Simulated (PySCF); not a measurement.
C3H7BN2, SMILES C=C=CB(N)N.

The structure is a stationary point at PBE0-D3(BJ)/def2-SVP. The structure was generated by enumeration, and PubChem lists no compound with its InChIKey, so it may never have been made. One conformer was computed; it need not be the lowest.

Level of theory: PBE/def2-TZVP in PySCF.

The molecule is in vacuum.

Computed frontier levels, gap, dipole moment and polarisability:
| Quantity | Value |
|---|---|
| highest occupied level | -5.48 eV |
| lowest empty level | -0.95 eV |
| orbital gap | 4.54 eV |
| dipole moment | 1.44 D |
| quadrupole, principal values (traceless, Buckingham form, about the centre of nuclear charge) | -9.31, 1.60, 7.72 D·Å |
| mean static polarisability | 70.8 bohr³ (10.50 Å³) |
| polarisability, principal values | 45.7, 59.9, 106.8 bohr³ |
